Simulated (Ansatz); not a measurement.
Species: H₉GaSi₃, SMILES `[SiH3][Ga]([SiH3])[SiH3]` (charge 0, multiplicity 1).

Problem. Give a relaxed geometry from PBE0-D3(BJ)/def2-TZVP run with Ansatz (an electronic-structure program).

Solution. the end point of this relaxation (outside a Z-matrix the atoms follow the SMILES, hydrogens last).
Z-matrix (Å, degrees):
```
Ga
Si 1 2.4178
H 2 1.4888 1 113.65
H 2 1.4901 3 108.20 1 -124.26
H 2 1.4925 3 107.75 4 -115.89
Si 1 2.4193 2 121.91 3 14.22
H 6 1.4889 1 113.30 2 19.61
H 6 1.4896 7 108.17 1 -124.84
H 6 1.4927 7 107.64 8 -115.87
Si 1 2.4206 2 120.13 3 -165.13
H 10 1.4889 1 113.83 2 -4.73
H 10 1.4908 11 108.02 1 123.10
H 10 1.4919 11 107.80 12 115.77
```
